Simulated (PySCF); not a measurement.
ClH5Si2. Atoms are numbered in the order given.

```xyz
8

Si     1.8224    -0.2149     0.3586
Si    -0.4923    -0.5956     0.4274
Cl    -1.3928     0.8310    -0.8088
H      2.5350    -1.1960     1.2304
H      2.3036    -0.3623    -1.0450
H      2.1075     1.1681     0.8372
H     -1.0413    -0.4397     1.8036
H     -0.8488    -1.9502    -0.0802
```
Charge 0, spin multiplicity 1.

Geometry: B3LYP-D3(BJ)/def2-SVP.

All values below come from CAM-B3LYP/def2-TZVPD (PySCF).

Isolated molecule, no solvent.

```json
{
 "total_energy": "-1042.28290 hartree",
 "highest_occupied_level": "-9.52 eV",
 "lowest_empty_level": "0.21 eV",
 "orbital_gap": "9.74 eV",
 "dipole_moment": "1.55 D",
 "quadrupole, principal values (traceless, Buckingham form, about the centre of nuclear charge)": "-2.11, 0.67, 1.44 D·Å",
 "mean_static_polarisability": "73.5 bohr³ (10.88 Å³)",
 "polarisability_principal_values": "63.2, 71.1, 86.1 bohr³"
}
```
